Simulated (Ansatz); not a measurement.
`O[SiH2][AsH2]` + CH₃SH → `CS[SiH2]O` + `[AsH3]` at 700 K and 1 bar (cleavage of the Si–As bond).

Isolated molecules relaxed with PBE0-D4/def2-TZVP in Ansatz; ΔE leaves out vibrations. CCSD(T)/CBS is the MP2 limit (def2-TZVPP, def2-QZVPP) plus CCSD(T) − MP2 in def2-TZVPP, frozen cores. This one scheme is used for every species. For As outer-core shells are correlated without core-valence functions, which leaves a few kJ/mol of doubt a bond. Scalar relativity is left out up to krypton. Each species was taken in one conformer, which may not be the lowest.

```tsv
species	CCSD(T)/CBS energy (Eh)	H − E (kJ/mol)	S (J/(mol·K))
`O[SiH2][AsH2]`	-2602.30953	187.8	422.7
CH₃SH	-438.22835	160.2	309.0
`CS[SiH2]O`	-803.76359	259.9	450.0
`[AsH3]`	-2236.79077	87.1	262.7
```

H − E and S are ideal-gas, rigid-rotor, harmonic terms from PBE0-D4/def2-TZVP, for one conformer and one mirror image of each species. 1 Eh = 2625.50 kJ/mol, R = 8.31446 J/(mol·K).

Task: By hand: ΔE, ΔH, ΔS and ΔG.

Result: ΔE = (-803.76359) + (-2236.79077) − (-2602.30953) − (-438.22835) = -0.01648 Eh = -43.3 kJ/mol. Δ(H − E) = 259.9 + 87.1 − 187.8 − 160.2 = -1.0, so ΔH = -44.3 kJ/mol. ΔS = 450.0 + 262.7 − 422.7 − 309.0 = -19.0 J/(mol·K). ΔG = -44.3 − 700 × (-19.0)/1000 = -31.0 kJ/mol.

Task: By hand: the equilibrium constant, and the temperature at which ΔG would vanish if ΔH and ΔS stayed fixed.

Result: log₁₀ K = −ΔG/(RT ln 10) = 2.3. ΔG = 0 at ΔH/ΔS = 2332 K, though so small a ΔS makes that figure unsure.

ΔH outweighs TΔS. A doubt of 5 kJ/mol in ΔE shifts log₁₀ K by 0.4 here. Other conformers and mirror images would add mixing entropy, several J/(mol·K) or more a flexible species. These are equilibria of isolated gas molecules and say nothing of rates. Largest T1 diagnostic: 0.011 (customary marks: 0.02 for closed shells, 0.045 for open ones).
